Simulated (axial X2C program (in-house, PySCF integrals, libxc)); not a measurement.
# Outer orbitals of WF at 1.891 Å, PBE0

Computed with an axial X2C code built on PySCF integrals. Spin-free means the one-electron spin-free X2C Hamiltonian; two-component (2c) means X2C with spin–orbit coupling and atomic mean-field two-electron Coulomb and Gaunt terms, so the difference of the two also holds small scalar two-electron terms. Basis: W dyall-cv3z [13s14p9d7f4g], F dyall-av3z [7s6p3d2f] (cores contracted in-house); Gaussian nuclei, density fitting, unrestricted open shells. Masses: W 183.951 u, F 18.998 u.

The distance is close to the 2c PBE0 minimum; the highest filled and lowest empty levels are listed.

Spin-free orbitals, state M_S = 5/2, Λ = 0 (beyond evenly filled blocks: σα, π+α, π-α, δ+α, δ-α) (Löwdin shares):

```
symmetry  occupied  ε (eV)          atomic character
      σα       yes  -31.32   80% F s, 6% W d, 5% W p
      σβ       yes  -31.14   80% F s, 6% W d, 5% W p
      σα       yes  -12.16  82% F p, 11% W d, 2% W s
      σβ       yes  -12.06           85% F p, 8% W d
     π-α       yes  -11.55  82% F p, 12% W d, 2% W f
     π+α       yes  -11.55  82% F p, 12% W d, 2% W f
     π-β       yes  -11.03   87% F p, 6% W d, 3% W f
     π+β       yes  -11.03   87% F p, 6% W d, 3% W f
      σα       yes   -6.86  64% W s, 19% W d, 8% F p
     δ+α       yes   -6.38                  100% W d
     δ-α       yes   -6.38                  100% W d
     π+α       yes   -5.79   80% W d, 9% F p, 6% W p
     π-α       yes   -5.79   80% W d, 9% F p, 6% W p
      σβ        no   -2.24  73% W s, 10% W d, 6% F s
      σα        no   -2.05  46% W d, 38% W p, 8% W s
     π+α        no   -0.82   84% W p, 9% F p, 4% W d
     π-α        no   -0.82   84% W p, 9% F p, 4% W d
```

Spinors with spin–orbit coupling (state Ω = 5/2):

```csv
ω,occupied,ε (eV),atomic character,λ mixture
-7/2,yes,-35.33,100% W f,100% φ
1/2,yes,-31.31,"80% F s, 6% W d, 5% W p",100% σ
-1/2,yes,-31.14,"79% F s, 6% W d, 6% W p",100% σ
1/2,yes,-12.17,"82% F p, 11% W d, 2% W s",100% σ
-1/2,yes,-12.09,"85% F p, 9% W d","99% σ, 1% π"
-1/2,yes,-11.58,"82% F p, 12% W d, 2% W f","99% π, 1% σ"
3/2,yes,-11.54,"82% F p, 12% W d, 2% W f",100% π
1/2,yes,-11.07,"87% F p, 7% W d, 3% W f",100% π
-3/2,yes,-11.02,"87% F p, 6% W d, 3% W f",100% π
1/2,yes,-6.85,"64% W s, 19% W d, 8% F p",100% σ
-3/2,yes,-6.65,99% W d,"100% δ, 0% π"
5/2,yes,-6.07,100% W d,100% δ
-1/2,yes,-5.96,"80% W d, 9% F p, 7% W p","98% π, 2% σ"
3/2,yes,-5.66,"81% W d, 9% F p, 6% W p","99% π, 1% δ"
-1/2,no,-2.32,"73% W s, 9% W d, 6% F s","99% σ, 1% π"
1/2,no,-2.09,"46% W d, 38% W p, 8% W s","97% σ, 3% π"
-1/2,no,-0.95,"81% W p, 9% F p, 6% W d","97% π, 3% σ"
3/2,no,-0.76,"50% W p, 45% W d, 4% F p","57% π, 43% δ"
```

Problem. How does the gap between the highest filled and lowest empty level change from the spin-free to the 2c table?

Solution. From 3.55 to 3.34 eV at PBE0, a change of -0.21 eV.

Mulliken charges and populations of the two-component result (they depend on the basis, above all on diffuse functions):

W 0.52 e (s 10.84 p 24.16 d 24.42 f 14.05 g 0.01), F -0.52 e (s 3.98 p 5.52 d 0.02). ⟨Lz⟩ = 0.03 ħ and ⟨Sz⟩ = 2.47 ħ (2.45 and 0.01 on the two atoms), which add up to Ω.

The state is one determinant whose occupation by symmetry is held fixed; it was picked as the lowest of a PBE0 search that is not exhaustive. Density functionals use the spin component along the axis (collinear). PBE0 can misorder states that lie within some tenths of an eV, so this need not be the ground state of the molecule. The nearest other spin-free determinant of the search, M_S = 3/2, Λ = 1, lies 0.90 eV up at the distance of the search. With several unpaired electrons one determinant need not be a pure state. This is the top spin component of a Σ state; components of lower Ω are not single determinants and can lie lower.
